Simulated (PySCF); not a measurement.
C5H10N2.
Cartesian coordinates in Å at the PBE0-D3(BJ)/def2-SVP level; atoms count from 1:
```
atom  x, y, z in Å
C1     3.195   -0.197   -0.221
N2     2.047   -0.290   -0.756
N3     1.077    0.550   -0.356
C4     0.039    0.060    0.213
C5    -0.096   -1.395    0.545
C6    -1.080    1.001    0.551
C7    -2.315    0.798   -0.323
H8     3.995   -0.844   -0.598
H9     3.418    0.507    0.598
H10    0.442   -1.627    1.479
H11   -1.146   -1.688    0.683
H12    0.366   -2.003   -0.248
H13   -0.699    2.026    0.437
H14   -1.352    0.867    1.613
H15   -2.073    0.966   -1.384
H16   -2.724   -0.221   -0.231
H17   -3.114    1.500   -0.042
```

Level of theory: TDDFT B3LYP/def2-SVPD, vertical, gas phase, core orbitals frozen in the response (PySCF 2.14.0, density-fitted response routines).

Ground-to-excited transition dipoles (e·a0, same axes as the geometry; the sign carries no meaning), for the states with f of 0.002 or more among the lowest 8:

| state | E (eV) | μx | μy | μz |
| --- | --- | --- | --- | --- |
| S2 | 5.123 | 0.386 | -0.075 | -0.049 |
| S3 | 5.900 | 1.583 | -0.053 | -0.198 |
| S4 | 6.331 | 0.436 | -0.185 | 0.142 |
| S5 | 6.566 | 0.549 | 0.045 | -0.221 |
| S6 | 6.833 | 0.087 | -0.177 | -0.194 |
| S7 | 6.944 | -0.214 | -0.087 | 0.095 |
| S8 | 7.223 | 0.179 | 0.184 | 0.046 |

(1) Work out the oscillator strengths.

(2) Which bond between heavy atoms lies closest to the direction of the S3 transition dipole?

(3) What angle do the transition dipoles of S3 and S4 make?

(4) What peak molar absorption coefficient would the strongest computed level give as a lone Gaussian band 0.4 eV wide at half height?

Results:

(1) f = (2/3) ΔE |μ|² with ΔE in hartree (27.2114 eV).

| state | \|μ\|² (au) | \|μ\| (D) | f |
| --- | --- | --- | --- |
| S2 | 0.157 | 1.01 | 0.020 |
| S3 | 2.548 | 4.06 | 0.368 |
| S4 | 0.245 | 1.26 | 0.038 |
| S5 | 0.353 | 1.51 | 0.057 |
| S6 | 0.077 | 0.70 | 0.013 |
| S7 | 0.062 | 0.63 | 0.011 |
| S8 | 0.068 | 0.66 | 0.012 |

(2) N3–C4 and C1–N2, at 32° from it; next C4–C6 at 38°.

(3) |cos θ| = |μa·μb| / (|μa| |μb|) = 0.85, so θ ≈ 32° (taken between 0 and 90°, since the signs are arbitrary).

(4) ε(max) = 2.175×10⁸ f / FWHM, with the width in cm⁻¹. S3: 2.175×10⁸ × 0.3684 / 3226 ≈ 25000 L mol⁻¹ cm⁻¹.

All these states lie below the vertical ionisation energy of 8.67 eV (ΔSCF).

One conformer stands for the species.
